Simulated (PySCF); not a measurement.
EuF: energy against distance

Set-up: Eu x2c-SVPall, F x2c-SVPall; spin-free X2C with a Gaussian nucleus (PySCF 2.14). Energies in eV from Eu (4f7 6s2) + F in their ground configurations at the same level. State: nonet, about 7.0 electrons in the 4f shell (Mulliken).

All columns are PBE0. A positive dipole means Eu(−)F(+).

```json
{"R (Å)": "1.766", "E (eV)": "-4.700", "μ (D)": "-1.88", "Mulliken charge on Eu (basis-dependent)": "0.27", "HOMO (eV)": "-3.51", "LUMO (eV)": "-1.33", "Mayer bond order": "1.20", "⟨S²⟩": "20.01"}
{"R (Å)": "1.849", "E (eV)": "-5.301", "μ (D)": "-2.35", "Mulliken charge on Eu (basis-dependent)": "0.33", "HOMO (eV)": "-3.61", "LUMO (eV)": "-1.41", "Mayer bond order": "1.14", "⟨S²⟩": "20.01"}
{"R (Å)": "1.931", "E (eV)": "-5.633", "μ (D)": "-2.78", "Mulliken charge on Eu (basis-dependent)": "0.38", "HOMO (eV)": "-3.70", "LUMO (eV)": "-1.49", "Mayer bond order": "1.09", "⟨S²⟩": "20.01"}
{"R (Å)": "1.992", "E (eV)": "-5.751", "μ (D)": "-3.10", "Mulliken charge on Eu (basis-dependent)": "0.41", "HOMO (eV)": "-3.78", "LUMO (eV)": "-1.55", "Mayer bond order": "1.05", "⟨S²⟩": "20.01"}
{"R (Å)": "2.054", "E (eV)": "-5.784", "μ (D)": "-3.40", "Mulliken charge on Eu (basis-dependent)": "0.43", "HOMO (eV)": "-3.85", "LUMO (eV)": "-1.61", "Mayer bond order": "1.01", "⟨S²⟩": "20.01"}
{"R (Å)": "2.116", "E (eV)": "-5.750", "μ (D)": "-3.70", "Mulliken charge on Eu (basis-dependent)": "0.46", "HOMO (eV)": "-3.92", "LUMO (eV)": "-1.68", "Mayer bond order": "0.98", "⟨S²⟩": "20.01"}
{"R (Å)": "2.198", "E (eV)": "-5.630", "μ (D)": "-4.10", "Mulliken charge on Eu (basis-dependent)": "0.49", "HOMO (eV)": "-4.01", "LUMO (eV)": "-1.76", "Mayer bond order": "0.94", "⟨S²⟩": "20.01"}
{"R (Å)": "2.300", "E (eV)": "-5.396", "μ (D)": "-4.59", "Mulliken charge on Eu (basis-dependent)": "0.51", "HOMO (eV)": "-4.12", "LUMO (eV)": "-1.86", "Mayer bond order": "0.90", "⟨S²⟩": "20.01"}
{"R (Å)": "2.424", "E (eV)": "-5.045", "μ (D)": "-5.17", "Mulliken charge on Eu (basis-dependent)": "0.53", "HOMO (eV)": "-4.25", "LUMO (eV)": "-1.98", "Mayer bond order": "0.86", "⟨S²⟩": "20.01"}
{"R (Å)": "2.588", "E (eV)": "-4.524", "μ (D)": "-5.95", "Mulliken charge on Eu (basis-dependent)": "0.56", "HOMO (eV)": "-4.41", "LUMO (eV)": "-2.13", "Mayer bond order": "0.82", "⟨S²⟩": "20.01"}
```

A fit through these points gives, at Re = 2.051 Å, μ = -3.39 D and dμ/dR = -4.93 D/Å; the reduced mass is 16.9 u.

Question: How strong is the fundamental in the double-harmonic approximation, I = 42.26·(dμ/dR)²/μred km/mol?

Answer: I = 42.26·(-4.93)²/16.9 = 60.8 km/mol at PBE0.

These are scalar-relativistic numbers at best; spin–orbit coupling would shift them, the dissociation energy most. With d or f electrons several states lie close, and the lowest PBE0 determinant need not be the measured ground state.
